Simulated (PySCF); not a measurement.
Identify the unknown among the candidates.

All candidates are C6H12O.

- UV, strongest line: among the 8 lowest singlet transitions: S4 at 8.08 eV (153 nm, f = 0.037) [TDDFT PBE0/def2-SVPD]
- Dipole: 1.75 D [PBE0/def2-SVPD]
- Rotational structure: rotational constants A, B, C: 5.541, 1.709, 1.420 GHz [GFN2-xTB]
- UV, first state: lowest singlet excitation: 6.84 eV (181 nm, f = 0.004) [TDDFT PBE0/def2-SVPD]
- Polarisability: 73.9 au [PBE0/def2-SVPD]
- Triplet: lowest triplet excitation (Tamm–Dancoff): 6.57 eV [TDA PBE0/def2-SVPD]

The electronic properties come from PySCF, for the isolated species, density fitting. Levels stand in brackets. One conformer (not necessarily the lowest) at the GFN2-xTB geometry, without solvent, vibrations or thermal averaging.

Question: Which candidate is it?
A. `CC[C@H](C)CC=O`
B. `CO[C@H](C)C1CC1`
C. `C/C=C(\C)OCC`
D. `OCC1CCCC1`

Answer: D. It is `OCC1CCCC1`. Numbering: `[OH:1][CH2:2][CH:3]1[CH2:4][CH2:5][CH2:6][CH2:7]1`. Its formula, C6H12O, gives 1 degree of unsaturation: 1 ring and 0 π bonds in the structure found. The optimised geometry has point group C1 and is an asymmetric top.

The others, at the same levels:
- `CC[C@H](C)CC=O` fails: its computed lowest singlet excitation is 4.30 eV (289 nm, f = 0.000) (against 6.84 eV), lowest triplet excitation (Tamm–Dancoff) is 3.65 eV (against 6.57 eV) and strongest line among the 8 lowest singlet transitions is S6 at 7.64 eV (162 nm, f = 0.067) (against S4 at 8.08 eV).
- `C/C=C(\C)OCC` fails: its computed lowest singlet excitation is 5.76 eV (215 nm, f = 0.004) (against 6.84 eV), lowest triplet excitation (Tamm–Dancoff) is 4.27 eV (against 6.57 eV) and static isotropic polarisability is 80.1 au (against 73.9 au).
- `CO[C@H](C)C1CC1` fails: its computed lowest singlet excitation is 7.06 eV (176 nm, f = 0.018) (against 6.84 eV), lowest triplet excitation (Tamm–Dancoff) is 6.92 eV (against 6.57 eV) and rotational constant A is 3.558 GHz (against 5.541 GHz).

Each candidate is one conformer, not necessarily the lowest. Dipoles, sizes and rotational constants follow the conformer. The torsions of the flexible species, by atom-mapped SMILES:
- `[CH3:1][CH2:2][C@H:3]([CH3:4])[CH2:5][CH:6]=[O:7]`: C1–C2–C3–C4 -171°, C2–C3–C5–C6 -175°, C3–C5–C6–O7 -134°
- `[CH3:1]/[CH:2]=[C:3](\[CH3:4])[O:5][CH2:6][CH3:7]`: C2–C3–O5–C6 1°, C3–O5–C6–C7 178°
- `[CH3:1][O:2][C@H:3]([CH3:4])[CH:5]1[CH2:6][CH2:7]1`: C1–O2–C3–C4 -171°, O2–C3–C5–C6 -166°

The conformers of `OCC1CCCC1` aren't listed.
